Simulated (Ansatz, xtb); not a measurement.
# Ranking isomers of FHOSSi

4 gas-phase structures of FHOSSi, found in a search over its isomers (lower ones may exist). Each was relaxed with GFN2-xTB:

A. `O[Si](F)=S`, a singlet
B. `O=[Si](F)S`, a singlet
C. `F[Si@@H]1OS1`, a singlet
D. `O=[SiH]SF`, a singlet

**Question.** Which do you expect lowest at r2SCAN-D4/def2-SVP//GFN2-xTB, and how would the others follow?

**Answer.** Calculated order at r2SCAN-D4/def2-SVP//GFN2-xTB: A (0.0), B (78.2), C (214.2), D (386.5) kJ/mol.

Energies above the lowest of each column, in kJ/mol; the last columns are at r2SCAN-D4/def2-SVP geometries and were run for some of them only (a dash: not run or not comparable):

| structure | GFN2-xTB | HF/STO-3G | r2SCAN-D4/def2-SVP//GFN2-xTB | r2SCAN-D4/def2-SVP | CCSD(T)/def2-TZVPP |
| --- | --- | --- | --- | --- | --- |
| A | 5.1 | 0.0 | 0.0 | 0.0 | 0.0 |
| B | 0.0 | 75.5 | 78.2 | 81.8 | 74.7 |
| C | 145.8 | 64.1 | 214.2 | 211.3 | 201.2 |
| D | 170.2 | 236.3 | 386.5 | – | – |

CCSD(T)/def2-TZVPP puts A lowest of those it was run on; GFN2-xTB picks B. Some further structures that were screened fall inside this span and aren't listed. Flexible structures stand in one conformer each, not always the lowest. Frequencies (r2SCAN-D4/def2-SVP) were run for A, B, C alone.

Over these structures GFN2-xTB departs from r2SCAN-D4/def2-SVP//GFN2-xTB by 63.4 kJ/mol on average once a common shift is removed. A GFN2-xTB relaxation took about 0.1 s and the r2SCAN-D4/def2-SVP//GFN2-xTB energy about 1.1 s on a shared host (Ansatz 0.2.0, xtb 6.7.1).
